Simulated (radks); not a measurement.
The numbers below are computed, except where a source is named.
Ba19+, 37 electrons, occupied as [Kr] 4d1.

Level of theory: non-relativistic Kohn-Sham, TPSS, spin-polarised, spherical densities, point nucleus; open shells are filled with parallel spins first (spin-orbit coupling, left out, can overturn this in heavy ions); meta-GGA in the generalised Kohn-Sham scheme; relativity is left out, which matters for an element this heavy (a radial shooting solver on a logarithmic mesh with Libxc functionals).

Energy parts (eV):
| part | energy |
|---|---|
| total | -210635.61 |
| kinetic | 210582.94 |
| electron-nucleus | -480422.99 |
| Hartree | 63936.61 |
| exchange-correlation | -4732.17 |

Orbitals (lengths in bohr, moments of r in powers of bohr):
| orbital | occ. | eigenvalue (eV) | <r> | <1/r> |
|---|---|---|---|---|
| 1s down | 1 | -36095.95 | 0.02712 | 55.48 |
| 1s up | 1 | -36095.94 | 0.02712 | 55.48 |
| 2s up | 1 | -5970.196 | 0.1163 | 12.79 |
| 2s down | 1 | -5969.595 | 0.1163 | 12.79 |
| 2p up | 3 | -5659.959 | 0.09892 | 12.80 |
| 2p down | 3 | -5659.508 | 0.09892 | 12.80 |
| 3s up | 1 | -1629.420 | 0.3039 | 4.752 |
| 3s down | 1 | -1629.215 | 0.3038 | 4.753 |
| 3p up | 3 | -1497.090 | 0.2937 | 4.681 |
| 3p down | 3 | -1496.799 | 0.2937 | 4.681 |
| 3d up | 5 | -1253.872 | 0.2638 | 4.561 |
| 3d down | 5 | -1253.318 | 0.2638 | 4.561 |
| 4s up | 1 | -647.4655 | 0.6515 | 2.148 |
| 4s down | 1 | -645.2894 | 0.6517 | 2.148 |
| 4p up | 3 | -595.8588 | 0.6610 | 2.082 |
| 4p down | 3 | -593.6923 | 0.6613 | 2.081 |
| 4d up | 1 | -505.4997 | 0.6753 | 1.950 |
| 4d down | 0 | -503.3738 | 0.6759 | 1.949 |

The highest occupied level is 4d up at -505.50 eV. Virial ratio -V/T = 2.00025. The density falls to 0.001 e/bohr^3 at r = 1.61 bohr. The electron density at the nucleus is 1.244e+05 e/bohr^3. Summed over all electrons, <r^2> = 6.160 bohr^2, which gives a Langevin (diamagnetic) susceptibility term of -4.88 x 10^-6 cm^3/mol.
